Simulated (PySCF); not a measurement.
Spin-rotation constants: `C/C=C\C=C\C1CC1`, C$_{8}$H$_{12}$

Molfile (atoms numbered from 1):
```
C8H12
     RDKit          3D

 20 20  0  0  0  0  0  0  0  0999 V2000
    3.4053    0.8196    0.7784 C   0  0  0  0  0  0  0  0  0  0  0  0
    2.9587   -0.4260    0.0896 C   0  0  0  0  0  0  0  0  0  0  0  0
    1.7120   -0.7652   -0.2466 C   0  0  0  0  0  0  0  0  0  0  0  0
    0.5119   -0.0000   -0.0158 C   0  0  0  0  0  0  0  0  0  0  0  0
   -0.7030   -0.4230   -0.3781 C   0  0  0  0  0  0  0  0  0  0  0  0
   -1.9435    0.3230   -0.1515 C   0  0  0  0  0  0  0  0  0  0  0  0
   -3.2146   -0.4278    0.1617 C   0  0  0  0  0  0  0  0  0  0  0  0
   -3.0595    0.2383   -1.1638 C   0  0  0  0  0  0  0  0  0  0  0  0
    4.2022    1.2940    0.2056 H   0  0  0  0  0  0  0  0  0  0  0  0
    3.8122    0.5741    1.7604 H   0  0  0  0  0  0  0  0  0  0  0  0
    2.5973    1.5325    0.9075 H   0  0  0  0  0  0  0  0  0  0  0  0
    3.7608   -1.1149   -0.1444 H   0  0  0  0  0  0  0  0  0  0  0  0
    1.5566   -1.7140   -0.7462 H   0  0  0  0  0  0  0  0  0  0  0  0
    0.6090    0.9566    0.4784 H   0  0  0  0  0  0  0  0  0  0  0  0
   -0.8127   -1.3807   -0.8717 H   0  0  0  0  0  0  0  0  0  0  0  0
   -1.8092    1.2765    0.3452 H   0  0  0  0  0  0  0  0  0  0  0  0
   -3.8917    0.0036    0.8829 H   0  0  0  0  0  0  0  0  0  0  0  0
   -3.1651   -1.5054    0.2010 H   0  0  0  0  0  0  0  0  0  0  0  0
   -2.9021   -0.3828   -2.0325 H   0  0  0  0  0  0  0  0  0  0  0  0
   -3.6300    1.1321   -1.3649 H   0  0  0  0  0  0  0  0  0  0  0  0
  1  2  1  0
  2  3  2  0
  3  4  1  0
  4  5  2  0
  5  6  1  0
  6  7  1  0
  7  8  1  0
  8  6  1  0
  1  9  1  0
  1 10  1  0
  1 11  1  0
  2 12  1  0
  3 13  1  0
  4 14  1  0
  5 15  1  0
  6 16  1  0
  7 17  1  0
  7 18  1  0
  8 19  1  0
  8 20  1  0
M  END
```

Method: GIAO B97-2/pcSseg-1 magnetisability, rotational g tensor and spin-rotation constants, non-relativistic, gas phase (PySCF 2.14.0). Geometry: GFN2-xTB.

(1) Give the nuclear spin-rotation constants along the inertial axes (H = +C I·J) beside the isotropic shieldings.

(2) How do the rotational constants and the g tensor change when H9, H10, H11, H12, H13, H14, H15, H16, H17, H18, H19, H20 are replaced by deuterium?

Results:

(1) Rotational constants 7.6980, 0.7109, 0.6886 GHz. A star marks the isotopologue with that one atom substituted, in its own axes.
| atom | isotope | Caa (kHz) | Cbb (kHz) | Ccc (kHz) | mean (kHz) | σ (ppm) |
| --- | --- | --- | --- | --- | --- | --- |
| H9 | 1H | -0.337 | -0.076 | -0.025 | -0.146 | 30.1 |
| H10 | 1H | -0.556 | -0.073 | -0.009 | -0.212 | 30.0 |
| H11 | 1H | -0.285 | -0.021 | -0.077 | -0.128 | 29.5 |
| H12 | 1H | -0.062 | -0.002 | -0.075 | -0.046 | 26.4 |
| H13 | 1H | -0.704 | 0.071 | -0.080 | -0.238 | 25.7 |
| H14 | 1H | -0.689 | 0.078 | -0.081 | -0.231 | 25.0 |
| H15 | 1H | -0.719 | 0.063 | -0.086 | -0.247 | 26.7 |
| H16 | 1H | -0.730 | 0.010 | -0.080 | -0.267 | 30.4 |
| H17 | 1H | -0.581 | -0.042 | -0.050 | -0.224 | 31.0 |
| H18 | 1H | -0.817 | -0.021 | -0.055 | -0.298 | 31.5 |
| H19 | 1H | -0.816 | -0.019 | -0.057 | -0.297 | 31.5 |
| H20 | 1H | -0.571 | -0.043 | -0.050 | -0.221 | 31.0 |
| C1 | 13C* | 1.258 | 0.094 | 0.086 | 0.479 | 169.2 |
| C2 | 13C* | 2.710 | 0.311 | 0.096 | 1.039 | 58.1 |
| C3 | 13C* | 2.494 | 0.336 | 0.110 | 0.980 | 53.0 |
| C4 | 13C* | 2.527 | 0.333 | 0.094 | 0.985 | 58.8 |
| C5 | 13C* | 2.663 | 0.342 | 0.125 | 1.043 | 42.3 |
| C6 | 13C* | 1.473 | 0.066 | 0.103 | 0.547 | 166.8 |
| C7 | 13C* | 0.939 | 0.062 | 0.125 | 0.375 | 176.0 |

For the geometry as given, no vibrational averaging.

(2) Constants 5.4666, 0.6098, 0.5858 GHz; g -0.0302, -0.0028, 0.0016, against -0.0423, -0.0033, 0.0019 before.
